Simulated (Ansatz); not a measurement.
Reactions of C6H19N3Sn (`C[N](C)[SnH]([N](C)C)[N](C)C`).

Program: Ansatz. Geometries: PBE0-D4/def2-TZVP. ΔE: electronic, gas phase. CCSD(T)/CBS is the MP2 limit (def2-TZVPP, def2-QZVPP) plus CCSD(T) − MP2 in def2-TZVPP, frozen cores. This one scheme is used for every species, atoms too. DFT in def2-TZVPP. Open shells (•) are unrestricted, without spin–orbit coupling. Spin–orbit coupling would lower the free atoms: a little for C; strongly for Sn. Elements past krypton have def2 core potentials. For Sn outer-core shells are correlated without core-valence functions, so the limit isn't a true one: a few kJ/mol of doubt a bond, and 10 to 20 or more in all where bonds break to atoms. One conformer a species, not always the lowest.

```json
{"reaction": "`C[N](C)[SnH]([N](C)C)[N](C)C` → `C[N](C)[Sn][N](C)C` + `CNC`", "CCSD/CBS(def2) (kJ/mol)": "-30", "LDA (SPW92) (kJ/mol)": "-35", "CCSD(T)/CBS(def2) (kJ/mol)": "-27"}
{"reaction": "`C[N](C)[SnH]([N](C)C)[N](C)C` → `C[N](C)[SnH2][N](C)C` + `C=NC`", "CCSD/CBS(def2) (kJ/mol)": "121", "LDA (SPW92) (kJ/mol)": "150", "CCSD(T)/CBS(def2) (kJ/mol)": "125"}
{"reaction": "`C[N](C)[SnH]([N](C)C)[N](C)C` + H₂ → `C[N](C)[SnH2][N](C)C` + `CNC`", "CCSD/CBS(def2) (kJ/mol)": "-13", "LDA (SPW92) (kJ/mol)": "-15", "CCSD(T)/CBS(def2) (kJ/mol)": "-4"}
{"reaction": "`C[N](C)[SnH]([N](C)C)[N](C)C` → 6 C• + 19 H• + 3 N• + Sn•", "CCSD/CBS(def2) (kJ/mol)": "10447", "LDA (SPW92) (kJ/mol)": "12119", "CCSD(T)/CBS(def2) (kJ/mol)": "10602"}
```

Largest T1 diagnostic: 0.017, for `C[N](C)[Sn][N](C)C`.
